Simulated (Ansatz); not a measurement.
The same path of Cl$_{2}$H$_{3}$InOS (8 atoms, charge 0, multiplicity 1) was run twice with different band settings. Lost on the way: In1–Cl2, S6–H8. Made: Cl2–H8.

All numbers below come from RKS B3LYP-D4/def2-SVP (Ansatz 0.2.0).

Relaxed end points:

```xyz
8
Properties=species:S:1:pos:R:3
In -0.086 -0.016 0.056
Cl 0.027 -0.749 2.316
O 1.497 -0.201 -1.151
H 2.257 -0.554 -0.667
Cl -2.250 0.106 -0.894
S -0.157 2.691 0.823
H -1.477 2.690 0.511
H -0.377 2.262 2.091
```

```xyz
8
Properties=species:S:1:pos:R:3
In -0.030 0.634 -0.269
Cl -0.130 -0.036 2.599
O 1.781 -0.054 -0.752
H 1.737 -0.950 -1.117
Cl -1.997 -0.421 -1.046
S -0.199 2.888 0.665
H -1.549 2.893 0.561
H -0.179 1.274 2.444
```

Common settings: movable images 5; climbing image yes; spring 5.0 eV/Å²; optimiser quadratic models (default); force threshold 0.03 eV/Å; iteration limit 60; end points relaxed.

| run | start path |
| --- | --- |
| 1 | through a guess of the saddle point |
| 2 | straight line |

Problem. What does each run give, and how far can it be trusted?

Solution. Run 1: converged after 11 iterations, highest image 0.617 eV above the first end. A vibrational analysis at the climbing image gives one clearly imaginary mode, 491i cm⁻¹: a first-order saddle point.
Run 2: converged after 17 iterations, highest image 0.617 eV above the first end. Another band between the same ends (5 images) ends at a top of the same energy, where a vibrational analysis finds 1 clearly imaginary mode.
The orbitals stay closed-shell, which can raise the energy where a bond breaks towards radicals; this wasn't checked here.
